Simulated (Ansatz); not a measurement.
Ideal-gas functions of `BN=C=N` at 400 K and 1 bar, from an Ansatz frequency run at PBE0-D4/def2-TZVP.

Molar mass 53.86 g/mol, point group Cs (symmetry number 1), electronic degeneracy 1, moments of inertia 2.884, 116.91, 119.794 u Å². Harmonic wavenumbers (cm⁻¹, unscaled): 126, 136, 507, 563, 611, 890, 928, 942, 1003, 1236, 1585, 2354, 2583, 2668, 3615.

Use S(trans) = R[1.5 ln M + 2.5 ln T − 1.1517]; rotational temperatures θ = 24.2544 K / I; S(rot) = R[ln(√π/σ · √(T³/θAθBθC)) + 1.5]; for each mode x = 1.438777 ν̃/T, S = R[x/(eˣ − 1) − ln(1 − e⁻ˣ)] and H = RT x/(eˣ − 1); 1 cm⁻¹ = 0.0119627 kJ/mol; R = 8.31446 J/(mol·K).

By hand: the entropy, in J/(mol·K).

Translation 164.7. Rotation: θ = 8.41, 0.2075, 0.2025 K, giving 96.3. Vibration, mode by mode: 14.97, 14.34, 4.38, 3.74, 3.26, 1.48, 1.32, 1.27, 1.06, 0.54, 0.19, 0.02, 0.01, 0.01, 0.00, in all 46.6. Electronic 0.0. Sum 307.6 J/(mol·K).

By hand: H − E and G − E in kJ/mol, counted from the electronic energy.

Zero-point energy ½ × 19747 × 0.0119627 = 118.1; thermal vibration 10.2; translation, rotation and pV give 4 RT = 13.3. H − E = 141.6 kJ/mol, and G − E = 141.6 − 400 × 307.6/1000 = 18.6 kJ/mol.

Vibration gives 15 % of the entropy, 29.3 J/(mol·K) of it from the modes under 150 cm⁻¹: soft modes count most, and the harmonic formula is weakest for them. The sum counts one conformer and one mirror image; others add a mixing term.
